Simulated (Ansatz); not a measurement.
Program: Ansatz. Geometries: PBE0-D4/def2-TZVP. ΔE: electronic, gas phase. CCSD(T)/CBS is the MP2 limit (def2-TZVPP, def2-QZVPP) plus CCSD(T) − MP2 in def2-TZVPP, frozen cores. DFT in def2-TZVPP. Elements past krypton have def2 core potentials. For Te outer-core shells are correlated without core-valence functions, which leaves a few kJ/mol of doubt a bond. Each species was taken in one conformer, which may not be the lowest.

Reaction (ligand exchange at the Si–Te bond): `[SiH3][SiH2][TeH]` + `[CH2]1[NH][AlH]1` → `[SiH3][SiH2][N]1[CH2][AlH]1` + H₂Te

```tsv
level	ΔE (kJ/mol)
PBE0-D4	2.6
PBE	6.5
MP2/def2-TZVPP	-6.5
CCSD/def2-TZVPP	-11.7
MP2/def2-QZVPP	-1.7
SCS-MP2/def2-QZVPP	-6.3
HF/CBS(def2)	-15.7
CCSD/CBS(def2)	-2.9
```

Question: What does CCSD(T)/CBS give? (An estimate is asked.)

Answer: Computed: -2.0 kJ/mol. The listed levels differ from it by 4.6, 8.5, -4.5, -9.7, 0.3, -4.3, -13.7, -0.9 kJ/mol.

Largest T1 diagnostic among the species: 0.015.

The D4 term adds −3.3 kJ/mol with B3LYP and −2.3 kJ/mol with PBE0; it sums over pairs of atoms, weighted by their polarisabilities, and B3LYP, whose exchange is more repulsive, gets the larger term. In def2-TZVPP, CCSD(T) changes the Hartree–Fock value by +4.2 kJ/mol (the triples alone add +0.9 kJ/mol) and MP2 by +8.5 kJ/mol.

B3LYP here is the variant with VWN-RPA as its local correlation; programs differ in this.
